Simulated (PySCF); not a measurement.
Two species compared at the same levels of theory.

First species: C3H2FNSe.
Numbering: `[F:1][c:2]1[cH:3][se:4][cH:5][n:6]1` (hydrogens: H7 on C3; H8 on C5)

Second species: C6H9NOSi.
InChI=1S/C6H9NOSi/c1-8-9-6-2-4-7-5-3-6/h2-5H,9H2,1H3

Levels: PBE0/def2-SVPD for dipole moment, HOMO energy, LUMO energy, HOMO–LUMO gap, static isotropic polarisability and electronic spatial extent ⟨r²⟩ about the centre of nuclear charge; TDDFT PBE0/def2-SVPD for lowest singlet excitation; TDA PBE0/def2-SVPD for lowest triplet excitation (Tamm–Dancoff); ΔSCF PBE0/def2-SVPD for vertical ionisation energy; PBE0-D3(BJ)/def2-SVP for rotational constant A and rotational constant C. Geometries: PBE0-D3(BJ)/def2-SVP. All species are isolated and taken at one optimised geometry, non-relativistic unless stated; the electronic structure was computed with PySCF and density fitting.

The conformers computed, where there is a choice (atom-mapped SMILES and torsion angles):
- `[CH3:1][O:2][SiH2:3][c:4]1[cH:5][cH:6][n:7][cH:8][cH:9]1`: C1–O2–Si3–C4 -179°, O2–Si3–C4–C5 79°

Values for the first species:

- Dipole moment: 2.76 D
- HOMO energy: -7.24 eV
- LUMO energy: -1.39 eV
- HOMO–LUMO gap: 5.85 eV
- Lowest singlet excitation: 5.06 eV
- Lowest triplet excitation (Tamm–Dancoff): 3.42 eV
- Static isotropic polarisability: 64.0 au
- Vertical ionisation energy: 9.32 eV
- Electronic spatial extent ⟨r²⟩ about the centre of nuclear charge: 742 bohr²
- Rotational constant A: 6.960 GHz
- Rotational constant C: 1.360 GHz

Question: Estimate the same properties for the second species, and the change in each.

Answer: 
```json
{"property": "dipole moment", "first": "2.76 D", "second": "2.61 D", "second less first": "-0.15 D"}
{"property": "HOMO energy", "first": "-7.24 eV", "second": "-7.42 eV", "second less first": "-0.18 eV"}
{"property": "LUMO energy", "first": "-1.39 eV", "second": "-1.38 eV", "second less first": "+0.01 eV"}
{"property": "HOMO–LUMO gap", "first": "5.85 eV", "second": "6.04 eV", "second less first": "+0.19 eV"}
{"property": "lowest singlet excitation", "first": "5.06 eV", "second": "4.45 eV", "second less first": "-0.61 eV"}
{"property": "lowest triplet excitation (Tamm–Dancoff)", "first": "3.42 eV", "second": "3.79 eV", "second less first": "+0.37 eV"}
{"property": "static isotropic polarisability", "first": "64.0 au", "second": "105.6 au", "second less first": "+41.6 au"}
{"property": "vertical ionisation energy", "first": "9.32 eV", "second": "9.29 eV", "second less first": "-0.03 eV"}
{"property": "electronic spatial extent ⟨r²⟩ about the centre of nuclear charge", "first": "742 bohr²", "second": "1793 bohr²", "second less first": "+1051 bohr²"}
{"property": "rotational constant A", "first": "6.960 GHz", "second": "3.862 GHz", "second less first": "-3.098 GHz"}
{"property": "rotational constant C", "first": "1.360 GHz", "second": "0.647 GHz", "second less first": "-0.713 GHz"}
```

On the first: S1 lies 0.79 eV below the HOMO–LUMO gap; its leading configuration is HOMO→LUMO+1, weight 0.97. The dipole matches unit charges of opposite sign 0.58 Å apart (1 e·Å = 4.8032 D). Relativistic effects, spin–orbit coupling among them, are left out although an element past zinc is present.

On the second: The ΔSCF ionisation energy exceeds −ε(HOMO) by 1.87 eV with PBE0. The 10 singlets span 4.45 to 7.16 eV, and their oscillator strengths add up to 0.85.
